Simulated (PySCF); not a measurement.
# PBE beside CCSD(T) along the third period: bonds to I

PBE and CCSD(T) in PySCF with def2-TZVPP on every atom (core potentials on I), for the lowest determinant that a PBE0 search found; no spin–orbit coupling.

```tsv
molecule	state (unpaired electrons)	PBE Re (Å)	PBE ωe (cm⁻¹)	PBE De (eV)	CCSD(T) Re (Å)	CCSD(T) ωe (cm⁻¹)	CCSD(T) De (eV)
NaI	singlet (closed shell)	2.724	250	3.21	?	?	?
AlI	singlet (closed shell)	2.570	304	4.01	2.545	320	3.87
SiI	doublet (π ↑)	2.461	350	3.49	2.448	361	3.10
PI	triplet (π ↑↑)	2.388	368	2.80	2.391	365	2.18
ICl	singlet (closed shell)	2.340	376	2.63	2.331	385	2.17
```

(1) Estimate the CCSD(T) values of NaI by adding the mean shift from PBE to CCSD(T) of the other rows, and compare with the calculation.

(2) What are the mean differences of PBE from CCSD(T) over the whole series?

In a basis of this size CCSD(T) is itself not converged; it tends to give bonds that are too long and too weak.

Correlated steps freeze the inner cores (5 to 9 orbitals); shallow outer-core shells are correlated. These are scalar-relativistic numbers at best; spin–orbit coupling would shift them, the dissociation energy most. Where the molecule has an RHF reference, its open-shell atoms are computed with UHF. States were picked by a PBE0 search and need not be the measured ground states.

Answers

(1) The mean shifts are -1.1 pm, +8 cm⁻¹ and -0.40 eV, which give 2.713 Å, 258 cm⁻¹ and 2.81 eV. CCSD(T)/def2-TZVPP gives Re = 2.726 Å, ωe = 253 cm⁻¹, De = 3.22 eV.

(2) Re +0.8 pm, ωe -7 cm⁻¹, De +0.32 eV.
